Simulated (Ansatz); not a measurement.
Si2S2. The state is a triplet with charge 0. Geometry PBE0-D4/def2-TZVPD, that of the charge -1 doublet.

Cartesian coordinates in Å:
```
Si -1.445 -0.256 0.397
Si 1.445 0.256 -0.397
S -0.439 1.307 -0.758
S 0.439 -1.307 0.758
```

At PBE0-D4/def2-TZVPD a singlet of charge 0 lies 1.20 eV below the triplet at the same geometry. The structure comes from a short search, and lower isomers may exist.

Estimate the α-spin orbital energies around the gap (eV) in Ansatz with PBE-D4/def2-TZVPD, r2SCAN-D4/def2-TZVPD, PBE0-D4/def2-TZVPD.


```json
{"orbital": "HOMO−5", "PBE-D4/def2-TZVPD": "-8.37", "r2SCAN-D4/def2-TZVPD": "-8.75", "PBE0-D4/def2-TZVPD": "-9.69"}
{"orbital": "HOMO−4", "PBE-D4/def2-TZVPD": "-8.05", "r2SCAN-D4/def2-TZVPD": "-8.39", "PBE0-D4/def2-TZVPD": "-9.27"}
{"orbital": "HOMO−3", "PBE-D4/def2-TZVPD": "-7.21", "r2SCAN-D4/def2-TZVPD": "-7.47", "PBE0-D4/def2-TZVPD": "-8.36"}
{"orbital": "HOMO−2", "PBE-D4/def2-TZVPD": "-6.76", "r2SCAN-D4/def2-TZVPD": "-7.01", "PBE0-D4/def2-TZVPD": "-7.83"}
{"orbital": "HOMO−1", "PBE-D4/def2-TZVPD": "-6.19", "r2SCAN-D4/def2-TZVPD": "-6.50", "PBE0-D4/def2-TZVPD": "-7.24"}
{"orbital": "HOMO", "PBE-D4/def2-TZVPD": "-4.55", "r2SCAN-D4/def2-TZVPD": "-4.83", "PBE0-D4/def2-TZVPD": "-5.31"}
{"orbital": "LUMO", "PBE-D4/def2-TZVPD": "-3.04", "r2SCAN-D4/def2-TZVPD": "-3.13", "PBE0-D4/def2-TZVPD": "-2.54"}
{"orbital": "LUMO+1", "PBE-D4/def2-TZVPD": "-2.32", "r2SCAN-D4/def2-TZVPD": "-2.03", "PBE0-D4/def2-TZVPD": "-1.52"}
{"orbital": "LUMO+2", "PBE-D4/def2-TZVPD": "-1.83", "r2SCAN-D4/def2-TZVPD": "-1.62", "PBE0-D4/def2-TZVPD": "-1.05"}
{"orbital": "LUMO+3", "PBE-D4/def2-TZVPD": "-0.47", "r2SCAN-D4/def2-TZVPD": "-0.05", "PBE0-D4/def2-TZVPD": "0.12"}
{"orbital": "LUMO+4", "PBE-D4/def2-TZVPD": "-0.24", "r2SCAN-D4/def2-TZVPD": "0.12", "PBE0-D4/def2-TZVPD": "0.54"}
{"orbital": "LUMO+5", "PBE-D4/def2-TZVPD": "0.21", "r2SCAN-D4/def2-TZVPD": "0.88", "PBE0-D4/def2-TZVPD": "0.76"}
{"orbital": "β HOMO", "PBE-D4/def2-TZVPD": "-6.71", "r2SCAN-D4/def2-TZVPD": "-7.00", "PBE0-D4/def2-TZVPD": "-7.86"}
{"orbital": "β LUMO", "PBE-D4/def2-TZVPD": "-5.27", "r2SCAN-D4/def2-TZVPD": "-5.16", "PBE0-D4/def2-TZVPD": "-4.66"}
```
